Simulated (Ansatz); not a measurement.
CH2Cl6Si2, charge -1, doublet, at a GFN2-xTB geometry (a state made from the parent by changing its charge; the spin is typed, not shown lowest) (a gas-phase anion, which may not be bound at this level); PBE0/STO-3G (Ansatz, a quantum-chemistry and plane-wave program).

Ansatz was given this input:
Ansatz 0.2 input:
```yaml
crystal:
  periodic: [false, false, false]
  atoms:
    - {symbol: Cl, position_ang: [3.08799008, -0.39677225, -1.26569421]}
    - {symbol: Si, position_ang: [1.47398113, 0.29321702, -0.19461162]}
    - {symbol: Cl, position_ang: [2.17933231, 0.66766398, 1.66884890]}
    - {symbol: Cl, position_ang: [0.97661910, 2.06905610, -1.02181231]}
    - {symbol: C, position_ang: [0.10544345, -0.99510331, -0.21573527]}
    - {symbol: Si, position_ang: [-1.63560367, -0.25343323, 0.20330251]}
    - {symbol: Cl, position_ang: [-2.05187644, 0.25737694, -1.98728099]}
    - {symbol: Cl, position_ang: [-1.20310332, -0.20377725, 2.43948372]}
    - {symbol: Cl, position_ang: [-2.91612256, -1.88424425, 0.27626352]}
    - {symbol: H, position_ang: [0.33616261, -1.78103735, 0.50587682]}
    - {symbol: H, position_ang: [0.05562643, -1.46347131, -1.19988467]}
basis:
  gaussian:
    orbitals: STO-3G
    fitting: {mean_field: def2-universal-JKFIT}
hamiltonian:
  xc: pbe0
total_charge: -1
magnetization: {spin_polarized: true, initial_magnetization: 1}
```

Task: What does Ansatz print? Leave out banner, timings and long lists.

Result: 
```
Functional definition: PBE0
1135 factors; integrals over basis functions are off by at most 9.1e-3 eV
mean field evaluation 1: about -90918.5186 eV, gradient 2.8e1 eV
mean field evaluation 2: about -90919.5957 eV, gradient 2.9e1 eV
mean field evaluation 4: about -90926.2422 eV, gradient 1.3e0 eV
mean field evaluation 8: about -90926.2560 eV, gradient 1.2e-2 eV
mean field -90926.25603890 eV, -3341.4782773995 hartree, gradient 8.1e-6 eV, S^2 0.751937; 0 other end points of the search recorded, 0 dependent functions left out
reference -90926.25605994 eV, -3341.4782781729 hartree; 70, 69 occupied and 9, 10 virtual orbitals, 1135 factors
Total energy: -90926.25605994 eV, -3341.4782781729 hartree
```
